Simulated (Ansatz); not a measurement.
Ansatz (a program for electronic structure) input file for C₆H₄O, SMILES o1ccc(c1)C#C, PBE0-D3(BJ)/def2-SVP. 

Ansatz 0.2 input:
```yaml
crystal:
  periodic: [false, false, false]
  atoms:
    - {symbol: C, position_ang: [0.01954762, 2.94736268, -0.00000000]}
    - {symbol: C, position_ang: [-0.00997346, 1.74762173, 0.00000000]}
    - {symbol: C, position_ang: [-0.00534112, 0.34071617, 0.00000000]}
    - {symbol: C, position_ang: [1.14035504, -0.50998273, -0.00000000]}
    - {symbol: C, position_ang: [0.65679407, -1.77840824, -0.00000000]}
    - {symbol: O, position_ang: [-0.68757972, -1.78087977, -0.00000000]}
    - {symbol: C, position_ang: [-1.08615180, -0.50029378, 0.00000000]}
    - {symbol: H, position_ang: [0.03418878, 3.99588522, -0.00000001]}
    - {symbol: H, position_ang: [2.16465506, -0.19914010, 0.00000000]}
    - {symbol: H, position_ang: [1.14978965, -2.73035312, 0.00000000]}
    - {symbol: H, position_ang: [-2.13937774, -0.30144886, -0.00000001]}
basis:
  gaussian:
    orbitals: def2-SVP
hamiltonian:
  xc: pbe0
  dispersion: d3bj
relax: {f_tol: 0.002, max_steps: 200}
```

Output:

```
WARN ansatz: RAYON_NUM_THREADS=1 ignored (pool sized by the plan → 1); use --threads N
Functional definition: PBE0
integrals: 0.08 GiB planned
1361 factors; integrals over basis functions are off by at most 4.1e-4 eV
mean field: 0.53 GiB planned
mean field evaluation 1: about -8310.0165 eV, gradient 4.5e1 eV
mean field evaluation 2: about -8310.2789 eV, gradient 4.4e1 eV
mean field evaluation 4: about -8315.4428 eV, gradient 3.2e0 eV
mean field evaluation 8: about -8315.5307 eV, gradient 5.4e-1 eV
mean field evaluation 16: about -8315.5314 eV, gradient 6.5e-5 eV
mean field -8315.53139113 eV, -305.5901421545 hartree, gradient 6.6e-5 eV, S^2 0.000000; 0 other end points of the search recorded, 0 dependent functions left out
the calculation of the forces begins
reference -8315.53141613 eV, -305.5901430730 hartree; 24, 24 occupied and 94, 94 virtual orbitals, 1361 factors
relax step   1: F+E_penalty+E_count = -8315.75040309 eV  Δ(F+E_penalty+E_count) = +0.000e0 eV  max|allowed force component| = 1.099e0 eV/Å  Δτ_max = 0.0000 Å  (31 SCF iters, accepted)
these checks for a lower state are left out or cut short: starts, cluster_reference, orbital_swaps, neighbouring_geometries, increment
integrals: 0.08 GiB planned
1361 factors; integrals over basis functions are off by at most 4.2e-4 eV
mean field: 0.53 GiB planned
mean field -8315.57811985 eV, -305.5918594031 hartree, gradient 1.8e-5 eV, S^2 0.000000; 0 other end points of the search recorded, 0 dependent functions left out
the calculation of the forces begins
reference -8315.57814503 eV, -305.5918603286 hartree; 24, 24 occupied and 94, 94 virtual orbitals, 1361 factors
relax step   2: F+E_penalty+E_count = -8315.79675348 eV  Δ(F+E_penalty+E_count) = -4.635e-2 eV  max|allowed force component| = 2.761e-1 eV/Å  Δτ_max = 0.0432 Å  (34 SCF iters, accepted)
these checks for a lower state are left out or cut short: starts, cluster_reference, orbital_swaps, neighbouring_geometries, increment
integrals: 0.08 GiB planned
1361 factors; integrals over basis functions are off by at most 4.2e-4 eV
mean field: 0.53 GiB planned
mean field evaluation 32: about -8315.5811 eV, gradient 5.8e-4 eV
mean field -8315.58112723 eV, -305.5919699222 hartree, gradient 1.8e-5 eV, S^2 0.000000; 0 other end points of the search recorded, 0 dependent functions left out
the calculation of the forces begins
reference -8315.58115247 eV, -305.5919708500 hartree; 24, 24 occupied and 94, 94 virtual orbitals, 1361 factors
relax step   3: F+E_penalty+E_count = -8315.79971716 eV  Δ(F+E_penalty+E_count) = -2.964e-3 eV  max|allowed force component| = 1.045e-1 eV/Å  Δτ_max = 0.0123 Å  (35 SCF iters, accepted)
these checks for a lower state are left out or cut short: starts, cluster_reference, orbital_swaps, neighbouring_geometries, increment
integrals: 0.08 GiB planned
1361 factors; integrals over basis functions are off by at most 4.2e-4 eV
mean field: 0.53 GiB planned
mean field -8315.58148002 eV, -305.5919828870 hartree, gradient 1.2e-5 eV, S^2 0.000000; 0 other end points of the search recorded, 0 dependent functions left out
the calculation of the forces begins
reference -8315.58150527 eV, -305.5919838152 hartree; 24, 24 occupied and 94, 94 virtual orbitals, 1361 factors
relax step   4: F+E_penalty+E_count = -8315.80005840 eV  Δ(F+E_penalty+E_count) = -3.412e-4 eV  max|allowed force component| = 4.661e-2 eV/Å  Δτ_max = 0.0059 Å  (27 SCF iters, accepted)
these checks for a lower state are left out or cut short: starts, cluster_reference, orbital_swaps, neighbouring_geometries, increment
integrals: 0.08 GiB planned
1361 factors; integrals over basis functions are off by at most 4.2e-4 eV
mean field: 0.53 GiB planned
mean field -8315.58161130 eV, -305.5919877117 hartree, gradient 1.1e-5 eV, S^2 0.000000; 0 other end points of the search recorded, 0 dependent functions left out
the calculation of the forces begins
reference -8315.58163656 eV, -305.5919886401 hartree; 24, 24 occupied and 94, 94 virtual orbitals, 1361 factors
relax step   5: F+E_penalty+E_count = -8315.80020429 eV  Δ(F+E_penalty+E_count) = -1.459e-4 eV  max|allowed force component| = 2.115e-2 eV/Å  Δτ_max = 0.0057 Å  (27 SCF iters, accepted)
these checks for a lower state are left out or cut short: starts, cluster_reference, orbital_swaps, neighbouring_geometries, increment
integrals: 0.08 GiB planned
1361 factors; integrals over basis functions are off by at most 4.2e-4 eV
mean field: 0.53 GiB planned
mean field -8315.58166680 eV, -305.5919897512 hartree, gradient 1.4e-5 eV, S^2 0.000000; 0 other end points of the search recorded, 0 dependent functions left out
the calculation of the forces begins
reference -8315.58169206 eV, -305.5919906795 hartree; 24, 24 occupied and 94, 94 virtual orbitals, 1361 factors
relax step   6: F+E_penalty+E_count = -8315.80025068 eV  Δ(F+E_penalty+E_count) = -4.639e-5 eV  max|allowed force component| = 1.078e-2 eV/Å  Δτ_max = 0.0060 Å  (26 SCF iters, accepted)
these checks for a lower state are left out or cut short: starts, cluster_reference, orbital_swaps, neighbouring_geometries, increment
integrals: 0.08 GiB planned
1361 factors; integrals over basis functions are off by at most 4.2e-4 eV
mean field: 0.53 GiB planned
mean field -8315.58166843 eV, -305.5919898112 hartree, gradient 4.5e-5 eV, S^2 0.000000; 0 other end points of the search recorded, 0 dependent functions left out
the calculation of the forces begins
reference -8315.58169369 eV, -305.5919907394 hartree; 24, 24 occupied and 94, 94 virtual orbitals, 1361 factors
relax step   7: F+E_penalty+E_count = -8315.80025483 eV  Δ(F+E_penalty+E_count) = -4.148e-6 eV  max|allowed force component| = 5.694e-3 eV/Å  Δτ_max = 0.0017 Å  (23 SCF iters, accepted)
these checks for a lower state are left out or cut short: starts, cluster_reference, orbital_swaps, neighbouring_geometries, increment
integrals: 0.08 GiB planned
1361 factors; integrals over basis functions are off by at most 4.2e-4 eV
mean field: 0.53 GiB planned
mean field evaluation 64: about -8315.5817 eV, gradient 1.8e-5 eV
mean field -8315.58167046 eV, -305.5919898857 hartree, gradient 2.2e-5 eV, S^2 0.000000; 0 other end points of the search recorded, 0 dependent functions left out
the calculation of the forces begins
reference -8315.58169572 eV, -305.5919908139 hartree; 24, 24 occupied and 94, 94 virtual orbitals, 1361 factors
relax step   8: F+E_penalty+E_count = -8315.80025917 eV  Δ(F+E_penalty+E_count) = -4.344e-6 eV  max|allowed force component| = 1.765e-3 eV/Å  Δτ_max = 0.0009 Å  (22 SCF iters, accepted)
integrals: 0.08 GiB planned
1361 factors; integrals over basis functions are off by at most 4.2e-4 eV
mean field: 0.53 GiB planned
mean field -8315.58167046 eV, -305.5919898857 hartree, gradient 2.2e-5 eV, S^2 0.000000; 1 other end points of the search recorded, 0 dependent functions left out
the calculation of the forces begins
reference -8315.58169572 eV, -305.5919908139 hartree; 24, 24 occupied and 94, 94 virtual orbitals, 1361 factors
Total energy: -8315.80028443 eV, -305.6000238011 hartree
Atom 0 at     0.001432     2.974599    -0.000000 Å, force     0.000136    -0.001187    -0.000000 eV/Å
Atom 1 at    -0.002978     1.761514     0.000000 Å, force    -0.000536     0.001272     0.000000 eV/Å
Atom 2 at     0.007320     0.341917     0.000000 Å, force     0.000837    -0.000140    -0.000000 eV/Å
Atom 3 at     1.156047    -0.527411     0.000001 Å, force     0.000702     0.000428     0.000000 eV/Å
Atom 4 at     0.663055    -1.793966     0.000001 Å, force    -0.001156     0.001064    -0.000000 eV/Å
Atom 5 at    -0.687363    -1.776016     0.000000 Å, force    -0.001142    -0.001765    -0.000000 eV/Å
Atom 6 at    -1.081303    -0.494506     0.000000 Å, force     0.000119     0.000345     0.000000 eV/Å
Atom 7 at     0.002401     4.048737    -0.000000 Å, force    -0.000012     0.000120     0.000000 eV/Å
Atom 8 at     2.199557    -0.223562    -0.000000 Å, force     0.000539     0.000223     0.000000 eV/Å
Atom 9 at     1.129870    -2.775302    -0.000001 Å, force    -0.000009    -0.000056     0.000000 eV/Å
Atom 10 at    -2.151132    -0.304924    -0.000000 Å, force     0.000523    -0.000304     0.000000 eV/Å
Dipole moment:     0.065112    -0.064849     0.000000 e Å
```

The calculation finished and met its thresholds.

Cost: roughly 30 core-seconds.
